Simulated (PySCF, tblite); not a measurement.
Isomers of C4H6F4Si, one GFN2-xTB conformer each. Single-point energies are computed at PBE0/pcSseg-1 (PySCF, gas phase, no added dispersion term), electronic only.

Task: Rank them by PBE0/pcSseg-1 energy, lowest first (kJ/mol).
A. `[CH3:1]/[CH:2]=[C:3](/[CH2:4][F:5])[Si:6]([F:7])([F:8])[F:9]` with C2–C3–C4–F5 0°
B. `[F:1][CH2:2][Si:3]1([C:4]([F:5])([F:6])[F:7])[CH2:8][CH2:9]1` with F1–C2–Si3–C4 180°
C. `[F:1][CH2:2][C:3]([F:4])([F:5])[Si@@H:6]1[CH2:7][C@H:8]1[F:9]` with F1–C2–C3–F4 110°, C2–C3–Si6–C7 -88°
D. `[F:1]/[CH:2]=[CH:3]\[CH2:4][Si@@H:5]([F:6])[CH:7]([F:8])[F:9]` with C2–C3–C4–Si5 90°, C3–C4–Si5–F6 54°, C4–Si5–C7–F8 108°
E. `[C@]1(C(F)(F)F)([C@H](C1)[SiH3])F`

Result: A (0.0), D (388.5), E (521.9), B (560.8), C (638.4).

As drawn, the lowest has an Si–F bond and a C=C bond outside aromatic rings, which the highest lacks; the highest has a three-membered ring and two fluorines on one carbon, which the lowest lacks. GFN2-xTB itself gives, in the same order: 0.0, 353.3, 454.6, 616.9, 590.3. Both levels put the same isomer lowest; measured from each level's own lowest isomer, the values differ by up to 67.3 kJ/mol (FC(F)(F)[C@@]1(F)C[C@@H]1[SiH3]: 454.6 against 521.9).

Task: Which frontier levels, dipoles and rotational constants go with these structures?

Result: 
| SMILES | HOMO (eV, PBE0/pcSseg-1) | LUMO (eV) | dipole (D) | A, B, C (MHz) |
| --- | --- | --- | --- | --- |
| C/C=C(/CF)[Si](F)(F)F | -8.15 | -1.04 | 2.04 | 1716, 1000, 748.5 |
| F/C=C\C[Si@@H](F)C(F)F | -7.41 | -0.23 | 1.88 | 2191, 656.0, 608.5 |
| FC(F)(F)[C@@]1(F)C[C@@H]1[SiH3] | -8.84 | 0.52 | 2.55 | 2539, 851.4, 826.7 |
| FC[Si]1(C(F)(F)F)CC1 | -7.45 | 0.26 | 0.99 | 1837, 973.9, 763.9 |
| FCC(F)(F)[Si@@H]1C[C@H]1F | -7.21 | -0.01 | 2.30 | 2216, 842.1, 746.8 |

Task: What happens when harmonic zero-point energies from GFN2-xTB frequencies are added?

Result: 
```
                         SMILES  ZPE (kJ/mol)  electronic (kJ/mol)  with ZPE (kJ/mol)
          C/C=C(/CF)[Si](F)(F)F         256.6                  0.0                0.0
         F/C=C\C[Si@@H](F)C(F)F         245.8                388.5              377.6
FC(F)(F)[C@@]1(F)C[C@@H]1[SiH3]         235.2                521.9              500.4
           FC[Si]1(C(F)(F)F)CC1         250.3                560.8              554.5
      FCC(F)(F)[Si@@H]1C[C@H]1F         245.7                638.4              627.4
```

The zero-point energies span 21.4 kJ/mol. The order is unchanged.
